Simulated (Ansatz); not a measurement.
The same path of CH$_{8}$NO$_{2}$SbSi (14 atoms, charge 0, multiplicity 1) was run twice with different band settings. The coordinate that changes most is the height of N1 over the plane of its neighbours.

Theory: RKS PBE/def2-SVP (Ansatz).

Relaxed end points:

```xyz
14
Properties=species:S:1:pos:R:3
N -0.509 -1.333 1.054
C 0.428 -0.476 0.386
O 1.695 -0.502 1.048
Sb 0.979 -1.200 -1.715
Si -0.244 1.318 0.334
O -1.807 1.334 -0.313
H -0.346 -2.339 0.911
H -1.485 -1.108 0.826
H 1.473 -0.515 2.005
H 1.821 0.241 -2.194
H -0.504 -0.550 -2.375
H -0.405 1.817 1.743
H 0.727 2.182 -0.422
H -1.836 1.101 -1.259
```

```xyz
14
Properties=species:S:1:pos:R:3
N -0.586 -1.442 0.849
C 0.355 -0.500 0.322
O 1.638 -0.437 0.992
Sb 0.928 -1.249 -1.718
Si -0.364 1.270 0.235
O -1.839 1.413 -0.560
H -0.166 -2.366 1.019
H -1.033 -1.125 1.720
H 1.471 -0.132 1.909
H 1.849 0.164 -2.130
H -0.485 -0.548 -2.460
H -0.659 1.670 1.662
H 0.699 2.168 -0.334
H -1.822 1.086 -1.478
```

Common settings: movable images 7; spring 5.0 eV/Å²; start path IDPP; force threshold 0.05 eV/Å; end points relaxed.

| run | climbing image | optimiser | iteration limit |
| --- | --- | --- | --- |
| 1 | yes | quadratic models (default) | 46 |
| 2 | from the first iteration | fire | 60 |

**Question.** What does each run give, and how far can it be trusted?

**Answer.** Run 1: converged after 6 iterations, highest image 0.092 eV above the first end. A vibrational analysis at the climbing image gives one clearly imaginary mode, 465i cm⁻¹: a first-order saddle point.
Run 2: converged after 28 iterations, highest image 0.091 eV above the first end. Another band between the same ends (7 images) ends at a top of the same energy, where a vibrational analysis finds 1 clearly imaginary mode.
